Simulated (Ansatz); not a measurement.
K3H3⁺, relaxed as a doublet with UKS B3LYP-D4/def2-TZVP in Ansatz, starting from the GFN1-xTB geometry. Force threshold 0.02 eV/Å.

Another isomer (doublet) lies 2.09 eV lower at PBE0-D4/def2-TZVP; other spin states weren't run for this one.

Start:

```tsv
atom	x (Å)	y (Å)	z (Å)
K1	-0.894	-0.942	-0.801
K2	2.753	0.018	-0.635
K3	-1.231	1.565	2.013
H4	-2.500	0.086	0.673
H5	1.244	-1.364	-1.823
H6	0.627	0.637	0.573
```

```csv
step,energy (eV),largest force component (eV/Å),SCF passes
1,-49017.9041,0.337,19
2,-49018.0050,0.105,20
3 (rejected),-49018.0049,0.092,20
4,-49018.0184,0.010,22
```

Force components are those of the run's own axes.

End:

```xyz
6

K    -0.9692   -1.0081   -0.8741
K     2.8104    0.1325   -0.5228
K    -1.0941    1.6460    2.0741
H    -2.6255    0.0272    0.6468
H     1.2284   -1.4658   -1.9167
H     0.6499    0.6682    0.5928
```

By distances, no bond broke or formed. The bond that changes most is K3–H4, from 2.36 to 2.65 Å (atoms count from 1).

No frequencies were taken in this run, so the end may be a saddle point.

It took 11 s on 4 threads of Arm Neoverse V1 on a shared host.
